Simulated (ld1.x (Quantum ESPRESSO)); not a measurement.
## tellurium (Te): excitation energies, all-electron against TM

tellurium, norm-conserving Troullier–Martins (Kleinman–Bylander form), made with ld1.x (Quantum ESPRESSO) 7.5 (PBE, scalar-relativistic). Core [Kr] 4d10, reference 5s2 5p4. Waves: 5s (bound): rc 1.90 bohr; 5p (bound): rc 1.80 bohr; 5d channel at 0.35 Ry: rc 2.00 bohr. Local part: all-electron potential smoothed inside 1.60 bohr (lloc = -1). Core correction: none.

Energies are relative to the spin-unpolarised reference configuration 5s2 5p4; without spin polarisation the order of configurations can differ from experiment.

```csv
valence configuration,charge,ΔE all-electron (eV),error AE − PS (meV)
5s2 5p3,+1,9.729,-0.3
5s2 5p2,+2,27.653,-4.5
5s2 5p1,+3,54.551,-30
5s1 5p5,0,9.255,+8.9
5s1 5p4,+1,19.571,+25
```

Q: What are ΔE and the potential's error for 5s0 5p6?

A: ΔE = 18.701 eV all-electron; the error (AE − PS) is +51 meV.

Q: What are ΔE and the potential's error for 5s2 5p4.3?

A: ΔE = -1.469 eV all-electron; the error (AE − PS) is +0.6 meV.

Levels in the configuration 5s1 5p4:

| level | all-electron (eV) | pseudo (eV) |
| --- | --- | --- |
| 5s | -24.223 | -24.150 |
| 5p | -14.299 | -14.272 |

Note: ghost state, extra bound levels that the all-electron valence spectrum of the same l lacks: s at -57.1 eV. A true bound ghost makes a file unfit for plane-wave use.
